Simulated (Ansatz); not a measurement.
This geometry of AlH7O2Si (11 atoms, charge 0, multiplicity 1) is a first-order saddle point.

The calculation used RHF/6-31G* (Ansatz 0.2.0).

```xyz
11
Properties=species:S:1:pos:R:3
Al -0.029 0.375 0.090
O -0.506 0.178 1.911
Si -1.432 -0.578 3.057
H -2.076 -1.750 2.443
H -0.581 -1.011 4.178
H -2.454 0.354 3.560
H 1.334 -0.354 -0.268
H -1.296 0.307 -0.853
O 0.268 2.031 0.889
H 1.137 2.401 0.963
H -0.125 1.283 1.812
```

**Question.** Which two structures does it join? (They come from a converged band through this point; their orientation in space is the band's.)

**Answer.** Bonds broken: O9–H11. Bonds formed: O2–H11.

Image 0:

```xyz
11
Properties=species:S:1:pos:R:3
Al -0.068 0.186 0.315
O -0.672 -0.031 1.922
Si -1.500 -0.757 3.104
H -2.530 -1.678 2.577
H -0.606 -1.536 3.989
H -2.185 0.252 3.943
H 1.433 -0.277 0.035
H -1.136 0.159 -0.858
O 0.296 2.150 0.651
H 1.205 2.422 0.566
H 0.005 2.347 1.538
```

Image 6:

```xyz
11
Properties=species:S:1:pos:R:3
Al -0.052 0.547 0.175
O -0.343 0.268 2.137
Si -1.457 -0.622 3.054
H -1.666 -1.864 2.310
H -0.852 -0.867 4.369
H -2.696 0.149 3.200
H 1.064 -0.502 -0.277
H -1.540 0.361 -0.368
O 0.500 2.155 0.545
H 1.287 2.513 0.165
H -0.004 1.097 2.473
```

**Question.** How far does it lie above each of them?

**Answer.** 87.6 kJ/mol above the first and 50.9 kJ/mol above the second. This is the barrier of this one path; another mechanism may lie lower. The orbitals stay closed-shell, which can raise the energy where a bond breaks towards radicals; this wasn't checked here.

Run time: 3.3 min on 1 thread of Arm Neoverse V1 (shared host), peak memory 0.15 GiB.
